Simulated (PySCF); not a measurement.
Some computed properties have been withheld. Give your best values.

C4H2FNOS.
SMILES: `O=Cc1c(F)cns1`

Conformer (atom-mapped SMILES and torsion angles): `[O:1]=[CH:2][c:3]1[s:4][n:5][cH:6][c:7]1[F:8]`: O1–C2–C3–S4 0°.

```csv
property,level,value
point group of the GFN2-xTB geometry,GFN2-xTB,?
"rotational constants A, B, C of the GFN2-xTB geometry",GFN2-xTB,"2.451, 1.852, 1.055 GHz"
dipole moment,CAM-B3LYP/def2-SVPD,2.36 D
HOMO energy,CAM-B3LYP/def2-SVPD,?
LUMO energy,CAM-B3LYP/def2-SVPD,-1.78 eV
lowest singlet excitation,TDDFT CAM-B3LYP/def2-SVPD,?
strongest line among the 8 lowest singlet transitions,TDDFT CAM-B3LYP/def2-SVPD,"S4 at 5.26 eV (236 nm, f = 0.217)"
lowest triplet excitation (Tamm–Dancoff),TDA CAM-B3LYP/def2-SVPD,3.23 eV
static isotropic polarisability,CAM-B3LYP/def2-SVPD,73.0 au
electronic spatial extent ⟨r²⟩ about the centre of nuclear charge,CAM-B3LYP/def2-SVPD,?
```

The electronic properties come from PySCF, for the isolated species, density fitting.

**Question.** Give the lowest singlet excitation.

**Answer.** 3.74 eV (331 nm, f = 0.001).

**Question.** Give the HOMO energy.

**Answer.** -9.49 eV.

**Question.** Give the point group of the GFN2-xTB geometry.

**Answer.** Cs.

**Question.** What is the electronic spatial extent ⟨r²⟩ about the centre of nuclear charge?

**Answer.** 993 bohr².

The rotational constants make it an asymmetric top with κ = (2B − A − C)/(A − C) = 0.14, nearer the oblate limit (+1). With B = h/(8π²I), that is 505.379 GHz u Å² over I, the principal moments of inertia are 206.2, 272.9 and 479.1 u Å² (most abundant isotopes); the inertial defect Ic − Ia − Ib is 0.0 u Å² (zero for a rigid planar frame, negative otherwise). The polarisability is 10.81 Å³ as a volume (1 au = 0.148185 Å³), or 1.11 au for each of the 66 electrons. The principal polarisabilities are 43.9, 79.2 and 95.8 au; their mean is the isotropic value.

For the TDDFT job (CAM-B3LYP/def2-SVPD), hardware: an Arm Neoverse N1 with one thread, on a shared host. Cost: 54 s of wall time, 0.81 GiB resident at most.

One conformer stands for the species.
